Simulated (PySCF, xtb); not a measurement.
N-(methylaminosilyl)ethanamine (C3H12N2Si), SMILES C(N[SiH2]NC)C. One conformer was computed; it need not be the lowest.

Harmonic wavenumbers (cm⁻¹) from GFN2-xTB in xtb at its own minimum, in rising order: 60, 73, 92, 123, 169, 224, 267, 285, 380, 534, 543, 561, 581, 761, 805, 828, 838, 853, 1000, 1066, 1076, 1099, 1116, 1165, 1185, 1251, 1327, 1365, 1383, 1403, 1426, 1491, 1497, 1497, 1501, 1509, 2136, 2184, 2842, 2892, 2967, 2982, 3026, 3031, 3038, 3044, 3437, 3439.

Question: What does r2SCAN-D4/def2-SVP in PySCF give at its own minimum? (Estimate from the structure and the level; the computed values follow.)

Answer: 40, 75, 79, 148, 161, 250, 294, 322, 395, 472, 500, 655, 710, 770, 792, 822, 918, 953, 988, 1083, 1090, 1114, 1141, 1155, 1172, 1281, 1360, 1385, 1397, 1419, 1442, 1461, 1465, 1466, 1483, 1503, 2152, 2171, 2973, 2978, 3024, 3047, 3067, 3114, 3119, 3133, 3573, 3586. Paired by order, the mean absolute difference is 42 cm⁻¹ and the zero-point energies are 94.9 and 96.8 kcal/mol.
